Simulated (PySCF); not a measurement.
Compound: C5H9PS.
Cartesian coordinates in Å at the PBE0-D3(BJ)/def2-SVP level; atoms count from 1:
```xyz
16
C5H9PS angstrom
C     -1.7411   -0.2580   -0.5403
P     -0.3939   -0.2716    0.6854
S     -0.9365   -0.7516    2.4884
C      0.9381   -1.2591   -0.1377
C      1.6692   -0.2475   -0.9700
C      1.4367    1.0446   -0.6988
C      0.4685    1.3432    0.4081
H     -2.5083    0.4534   -0.2039
H     -1.3672    0.0275   -1.5348
H     -2.1883   -1.2612   -0.5746
H      0.5132   -2.0952   -0.7157
H      1.5703   -1.6971    0.6533
H      2.3698   -0.5640   -1.7480
H      1.9353    1.8541   -1.2401
H      0.9700    1.6242    1.3496
H     -0.2512    2.1423    0.1692
```

All values: PBE0/pcSseg-1 (PySCF, non-relativistic), on one gas-phase PBE0-D3(BJ)/def2-SVP geometry that isn't relaxed in the solvent. The solvent is an IEF-PCM continuum (Bondi radii, 1.10 Å for H, scaled by 1.2). Only the electrostatic response of the medium enters.

| run | E − E(gas) (kcal/mol) | HOMO (eV) | HOMO–LUMO gap (eV) | dipole (D) |
| --- | --- | --- | --- | --- |
| gas | 0.00 | -6.39 | 6.11 | 4.76 |
| P | -6.31 | -6.69 | 6.64 | 6.16 |
| Q | -3.98 | -6.57 | 6.44 | 5.63 |

Task: The runs were made in benzene and chloroform. Which run belongs to which solvent?

Result: P = chloroform, Q = benzene. The dielectric constants are 2.271 (benzene), 4.711 (chloroform), and the energy falls further as ε rises. In this model the ground state sees the solvent through ε alone.

Task: How constant is the ratio of the lowering to (ε − 1)/(2ε + 1)?

Result: 
```json
{"solvent": "benzene", "(ε − 1)/(2ε + 1)": "0.229", "E − E(gas) (kcal/mol)": "-3.98", "ratio (kcal/mol)": "-17.4", "polarisation term (kcal/mol)": "-4.45"}
{"solvent": "chloroform", "(ε − 1)/(2ε + 1)": "0.356", "E − E(gas) (kcal/mol)": "-6.31", "ratio (kcal/mol)": "-17.7", "polarisation term (kcal/mol)": "-7.51"}
```

The ratio changes by +2.1 % in size from benzene to chloroform. The polarisation term is half the interaction of the solute with the induced surface charges.
